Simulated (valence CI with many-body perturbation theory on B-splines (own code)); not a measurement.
## Mn3+ in brief

Method: valence CI with perturbative core correlation (CI+MBPT): four valence electrons over a frozen Dirac-Fock core [Ar], radial functions for each j: 9 s, 9 p, 10 d, 8 f, 5 g, 3 h, 1 i, with the one-electron correlation potential Σ1, the two-electron term Σ2, the three-electron term Σ3, Breit, model QED; selected CI, second order for the rest, scaled by the run's own slope (own B-spline code, finite nucleus).

Set against measurement, 35 paired levels are off by 1573 cm⁻¹ on average, the worst by 4245. These come from a selection out of Corliss and Sugar, J. Phys. Chem. Ref. Data 6, 1253 (1977). Levels without a partner in it may be off by more, other configurations by 1,000 to 8,000 cm⁻¹. Among the levels kept, up to 290 cm⁻¹ of a level comes from second order outside the variational space, and about a tenth of that is noise between levels of different J, which matters for small intervals. Only levels of the ground parity were solved; by the run's estimate the other parity begins above the list, which can be wrong where configurations are misplaced.

Rates and lifetimes use the calculated energies. Strong lines usually hold to 10 to 20 %, long lifetimes can be off by a factor of two.

(1) What is the ground level?

(2) Name the longest-lived excited levels whose lifetime is computed, and their main decay.

(3) How is the term 5D of the ground level split?

(4) What is the ionisation energy?

(5) How well does LS coupling describe the low levels?

Results:

(1) 3d4 5D_0, composition 99 % 3d4 5D.

(2) 3d4 5D_1 at 99.0 cm⁻¹ lives 19100 s, mostly by M1 to 3d4 5D_0; 3d4 3H_5 at 20603 cm⁻¹ lives 5440 s, mostly by M1 to 3d4 3H_4; 3d4 3H_6 at 20806 cm⁻¹ lives 5190 s, mostly by M1 to 3d4 3H_5.

(3) J = 0 at 0.0, J = 1 at 99.0, J = 2 at 285, J = 3 at 548, J = 4 at 878 cm⁻¹.

(4) 50.732 eV; NIST lists 51.21 ± 0.12 eV (semi-empirical).

(5) Among the lowest 20 levels the leading LS term, summed over configurations, holds 99 % on average. For single configurations the figures are 98 % in LS and 51 % in jj coupling. Terms hardly mix: every one of these levels is at least 95 % one term.
